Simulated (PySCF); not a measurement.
Stepwise substitution at one centre (Ga NH2-H). All species are isolated molecules in the gas phase. One relaxed conformer stands for each flexible species; it need not be the lowest. Strings in code marks are SMILES.

The S1–T1 gap (TDA) from two functionals at the same geometries (PBE0-D3(BJ)/def2-TZVP), both in PySCF: PBE-D3(BJ)/def2-TZVP and PBE0-D3(BJ)/def2-TZVP. Excitations are Tamm–Dancoff values on a coarser integration grid. The basis has no diffuse functions, so Rydberg states are missing or too high.

```csv
species,PBE-D3(BJ)/def2-TZVP (eV)
0 of 3 NH2 replaced by H (`[NH2][Ga]([NH2])[NH2]`),0.31
1 of 3 NH2 replaced by H (`[NH2][GaH][NH2]`),0.61
2 of 3 NH2 replaced by H,1.56
```

Problem. What does PBE0-D3(BJ)/def2-TZVP give for each?

Solution. 
- 0 of 3 NH2 replaced by H (`[NH2][Ga]([NH2])[NH2]`): 0.44
- 1 of 3 NH2 replaced by H (`[NH2][GaH][NH2]`): 0.75
- 2 of 3 NH2 replaced by H: 1.50
Over these rows, drawn at random from the members with no instability flagged (it was tested for open shells, ions and some series alone), PBE minus PBE0-D3(BJ): mean -0.07 eV, from -0.14 eV to +0.06 eV.
